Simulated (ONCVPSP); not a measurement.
Plane-wave convergence, ONCV potential for Ni (Z = 28)

ONCVPSP 4.0.1 input, shortened (lines: element, Z, core and valence counts, functional; n l f; lmax; l rc ep ncon nbas qcut; lloc lpopt rc5 dvloc0; l nproj debl; icmod fcfact rcfact), PBE, scalar-relativistic:

```
  Ni 28.00    3    3        4      upf
    1    0    2.00
    2    0    2.00
    2    1    6.00
    3    0    2.00
    3    1    6.00
    3    2    7.00
    2
    0    0.75    0.00    4    7    8.00
    1    0.70    0.00    3    6   12.30
    2    1.40    0.00    4    7    9.00
    4    3    0.65    2.00
    0    2    2.70
    1    2    2.20
    2    2    3.80
    0    0.00    0.00
```

In the s channel the program set the typed energies aside and used -5.534, 0.250 Ha. In the p channel the program set the typed energies aside and used -4.068, 0.250 Ha.

**Question.** For each optimised wave give the share of its norm inside rc, the residual kinetic energy above qcut (Ha) and the cutoffs (Ha) for errors of 10, 1, 0.1 and 0.01 mHa per electron.

**Answer.**

```json
{"wave": "3s", "norm inside rc": "0.568", "residual KE": "8.4e-02", "10 mHa": "154.8", "1 mHa": "209.3", "0.1 mHa": "244.5", "0.01 mHa": "385.5"}
{"wave": "s projector 2", "norm inside rc": "0.011", "residual KE": "5.0e-03", "10 mHa": "25.7", "1 mHa": "48.5", "0.1 mHa": "165.3", "0.01 mHa": "292.8"}
{"wave": "3p", "norm inside rc": "0.459", "residual KE": "6.0e-04", "10 mHa": "30.9", "1 mHa": "70.0", "0.1 mHa": "205.1", "0.01 mHa": "340.8"}
{"wave": "p projector 2", "norm inside rc": "0.015", "residual KE": "4.1e-05", "10 mHa": "21.6", "1 mHa": "30.7", "0.1 mHa": "64.9", "0.01 mHa": "203.7"}
{"wave": "3d", "norm inside rc": "0.868", "residual KE": "2.0e-03", "10 mHa": "35.8", "1 mHa": "53.3", "0.1 mHa": "91.2", "0.01 mHa": "129.2"}
{"wave": "d projector 2", "norm inside rc": "0.049", "residual KE": "3.4e-03", "10 mHa": "36.1", "1 mHa": "60.5", "0.1 mHa": "111.8", "0.01 mHa": "126.7"}
```

The occupied waves need 209 Ha and 245 Ha for 1 and 0.1 mHa.
